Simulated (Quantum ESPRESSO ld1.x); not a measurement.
The numbers below are computed, except where a source is named.
Question: Hg XVIII, configuration [Kr] 4d10 4f14 5s2 5p1. Code: ld1.x of Quantum ESPRESSO 7.5. Model: Dirac Kohn-Sham, PBE, spin-unpolarised, spherical densities, point nucleus; open shells are shared between the two j in proportion to 2j + 1. Some entries of the table are withheld. Estimate them.

orbital,occ.,eigenvalue (eV),<r^2> (bohr^2),r(max) (bohr)
1s1/2,2,-83433.6,0.0003806,0.010
2s1/2,2,-15086.4,0.005734,0.059
2p1/2,2,-14488.5,0.004052,0.044
2p3/2,4,-12539.5,0.005237,0.051
3s1/2,2,-3861.25,(1),0.167
3p1/2,2,-3592.58,0.03387,0.155
3p3/2,4,-3160.30,0.04025,0.171
3d3/2,4,-2716.99,0.03079,0.134
3d5/2,6,-2624.27,0.03252,0.137
4s1/2,2,-1132.50,0.1787,0.375
4p1/2,2,(2),0.1817,0.375
4p3/2,4,(3),0.2128,0.406
4d3/2,4,-723.382,0.2213,0.396
4d5/2,6,-703.580,0.2318,0.406
4f5/2,6,-459.637,0.2503,0.360
4f7/2,8,-455.182,0.2561,0.366
5s1/2,2,-453.333,0.7597,0.794
5p1/2,0.333333,-410.263,0.8260,0.820
5p3/2,0.666667,-384.308,0.9353,0.882
5d3/2,0,-316.833,1.118,0.955
5d5/2,0,-312.199,1.154,0.970
6s1/2,0,-248.248,2.317,1.47

Answer: 
(1) 3s1/2 <r^2> (bohr^2): 0.03718
(2) 4p1/2 eigenvalue (eV): -1017.11
(3) 4p3/2 eigenvalue (eV): -911.936
